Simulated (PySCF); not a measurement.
B3LYP has the VWN-RPA correlation part, as in Gaussian. Delta-SCF ions had no search for a lower state. 

**C4H8Si2, SMILES `[SiH3][SiH]1C=CC=C1` (charge 0, multiplicity 1)**

These are B3LYP-D3(BJ)/def2-TZVP (PySCF) values and carry that method's errors.

```json
{
 "HOMO": "-6.61 eV",
 "dipole_moment": "0.71 D",
 "HOMO–LUMO gap": "4.85 eV",
 "LUMO": "-1.76 eV",
 "S1 excitation (TDA)": "4.58 eV",
 "S1 oscillator strength": "0.058",
 "brightest of the four lowest singlets (TDA)": "5.25 eV",
 "T1 excitation (TDA)": "2.76 eV",
 "S1–T1 gap (TDA)": "1.82 eV",
 "vertical ionisation energy (Delta-SCF)": "8.65 eV",
 "total_energy": "-736.3294 Ha",
 "cost": "roughly 5 core-minutes"
}
```

Bonded distances (Å): Si1–Si2 2.344, Si1–H7 1.484, Si1–H8 1.482, Si1–H9 1.484, Si2–C3 1.868, Si2–C6 1.868, Si2–H10 1.485, C3–C4 1.346, C3–H11 1.081, C4–C5 1.477, C4–H12 1.085, C5–C6 1.346, C5–H13 1.085, C6–H14 1.081. Bond angles (°): Si2–Si1–H7 110.8, Si2–Si1–H8 109.4, Si2–Si1–H9 110.8, H7–Si1–H8 108.8, H7–Si1–H9 108.2, H8–Si1–H9 108.8, Si1–Si2–C3 111.3, Si1–Si2–C6 111.3, Si1–Si2–H10 110.7, C3–Si2–C6 92.4, C3–Si2–H10 115.0, C6–Si2–H10 115.0, Si2–C3–C4 106.8, Si2–C3–H11 130.6, C4–C3–H11 122.5, C3–C4–C5 116.9, C3–C4–H12 123.5, C5–C4–H12 119.6, C4–C5–C6 116.9, C4–C5–H13 119.6, C6–C5–H13 123.5, Si2–C6–C5 106.8, Si2–C6–H14 130.6, C5–C6–H14 122.5.
Charge 0, spin multiplicity 1.
